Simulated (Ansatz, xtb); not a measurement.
Two conformers of C3H9Si

Structure a is `CC[SiH]C`, a doublet and structure b is `CC[SiH]C`, a doublet. Both are isolated molecules in the gas phase, relaxed with PBE0-D3(BJ)/def2-SVP.

a (Å):

```
atom    x (Å)    y (Å)    z (Å)
   C   0.3243  -2.0166  -2.3452
   C   0.1677  -0.5420  -1.9889
   C   1.3708   2.3443  -1.9366
  Si   1.6869   0.5311  -2.3483
   H  -0.5971  -2.5852  -2.1427
   H   0.5648  -2.1511  -3.4118
   H   1.1356  -2.4877  -1.7681
   H  -0.0876  -0.4237  -0.9214
   H  -0.6776  -0.0974  -2.5480
   H   2.0898   0.3823  -3.7895
   H   1.1202   2.4693  -0.8719
   H   0.5293   2.7374  -2.5325
   H   2.2563   2.9609  -2.1525
```

b (Å):

```xyz
13

C    -1.4205   -1.6514    0.4289
C    -0.6766   -0.9098   -0.6824
C    -1.5198    1.9455    0.2984
Si   -1.4585    0.7491   -1.1597
H    -0.9399   -2.6151    0.6644
H    -2.4633   -1.8654    0.1453
H    -1.4493   -1.0661    1.3616
H     0.3703   -0.7218   -0.3867
H    -0.6237   -1.5324   -1.5918
H    -2.8444    0.5250   -1.6984
H    -2.1278    1.5307    1.1205
H    -1.9650    2.9073    0.0025
H    -0.5093    2.1429    0.6885
```

Problem. Which of the two would you expect CCSD(T)/def2-SVP + ΔMP2/def2-TZVPP electronic energies to favour?

Solution. Too close to call at this level: CCSD(T)/def2-SVP + ΔMP2/def2-TZVPP gives E(b) − E(a) = −0.14 kcal/mol.

The same difference at several levels:

| level | geometry | E(b) − E(a) (kcal/mol) | departure from the last row (kcal/mol) | job, with rough time for the two |
| --- | --- | --- | --- | --- |
| PBE0-D3(BJ)/def2-SVP | PBE0-D3(BJ)/def2-SVP | −0.08 | +0.06 | optimisation, 63 s |
| HF/def2-SVP | PBE0-D3(BJ)/def2-SVP | +0.26 | +0.40 | part of the CCSD(T) run |
| MP2/def2-SVP | PBE0-D3(BJ)/def2-SVP | −0.09 | +0.05 | part of the CCSD(T) run |
| CCSD(T)/def2-SVP | PBE0-D3(BJ)/def2-SVP | −0.06 | +0.08 | single point |
| CCSD(T)/def2-SVP + ΔMP2/def2-TZVPP | PBE0-D3(BJ)/def2-SVP | −0.14 |  | single point, 58 s |

The largest departure from CCSD(T)/def2-SVP + ΔMP2/def2-TZVPP is that of HF/def2-SVP, 0.40 kcal/mol. Levels run at GFN2-xTB geometries aren't shown. The last row adds to CCSD(T) the change of the MP2 difference between the two basis sets, here −0.08 kcal/mol.

With harmonic frequencies from PBE0-D3(BJ)/def2-SVP (ideal gas, rigid rotor, one conformer each, 298.15 K, 1 atm): the zero-point term adds +0.10 kcal/mol; ΔH is −0.07 and ΔG −0.03 kcal/mol.

Open shells are spin-unrestricted. The correlated steps freeze 8 core orbitals. Codes used: Ansatz 0.2.0; the last row on 2 threads of Arm Neoverse V2 on a shared host.
